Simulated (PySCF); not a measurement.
**LDA on Pd⁺ (palladium, charge +1)**

Configuration: [Kr] 4d9, 2D determinant. All numbers are calculated (PySCF 2.14, scalar relativity through the core potential, in cc-pVDZ-PP with ECP28MDF (4s4p3d1f, 38 functions)).

| Item | Value |
| --- | --- |
| Total energy | -126.8699 hartree |
| One-electron energy | -219.4049 hartree |
| Hartree (Coulomb) energy | 104.7308 hartree |
| Exchange-correlation energy | -12.1959 hartree |
| ⟨S²⟩ | 0.7524 |
| ⟨L²⟩ | 6.031 |
| Sum of ⟨r⟩ | 21.67 bohr |
| Sum of ⟨r²⟩ | 33.68 bohr² |
| Traceless quadrupole moment −½Σ⟨3z² − r²⟩ along its main axis | -0.560 e·bohr² |
| Time after the integrals | 0.26 s of wall time on 1 thread of Neoverse-V2 (shared host) |

```tsv
shell	electrons	mean orbital energy (eV)	spread (eV)	rms radius, mean of both spins (bohr)
4s α	1	-97.850	0	1.01
4s β	1	-97.056	0	1.01
4p α	3	-63.434	1.429	1.12
4p β	3	-62.651	0.756	1.12
4d α	5	-15.140	1.487	1.64
4d β	4	-14.422	0.715	1.64
```

Energies and moments cover only the electrons outside the core potential.
